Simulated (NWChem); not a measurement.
System: C3H5ClSi; SMILES ClC1[SiH2]CC=1

The following NWChem deck was run.

```
start job
memory heap 200 mb stack 900 mb global 1100 mb
geometry units angstroms noautosym nocenter noautoz
  Cl     0.122287    -2.076141     0.000000
  C     -0.104716    -0.377501     0.000000
  C     -1.270030     0.303719     0.000000
  C     -0.923216     1.780970     0.000000
  Si     0.896352     1.204119     0.000000
  H     -2.283753    -0.119405     0.000000
  H     -1.270679     2.324504    -0.893948
  H     -1.270679     2.324504     0.893948
  H      1.713428     1.500867    -1.214933
  H      1.713428     1.500867     1.214933
end
basis spherical
  Cl library 6-311g**
  C library 6-311g**
  Si library 6-311g**
  H library 6-311g**
end
dft
  xc b3lyp
  iterations 150
end
property
  shielding 8 1 2 3 4 5 6 7 9
  efieldgrad
end
task dft property
```

The geometry was optimised at PBE0/def2-SVP. B3LYP is NWChem's, with the RPA form of VWN correlation.

GIAO values for the isolated, static molecule; σ is the absolute isotropic shielding, δ = σ(reference) − σ with the isolated reference molecule computed at the same levels (13C: tetramethylsilane, 1H: tetramethylsilane, 29Si: tetramethylsilane).

Atoms are numbered as in the input.

Q: Give the results of this calculation. (B3LYP/6-311G** (spherical d), GIAO.) Quantities: σ Cl1 (ppm); δ C2 (ppm); δ C3 (ppm); δ C4 (ppm); δ Si5 (ppm); δ H6 (ppm); δ H7 (ppm).

A: σ Cl1 (ppm): 722.3
δ C2 (ppm): 146.6
δ C3 (ppm): 157.8
δ C4 (ppm): 13.0
δ Si5 (ppm): -23.1
δ H6 (ppm): 6.83
δ H7 (ppm): 1.64
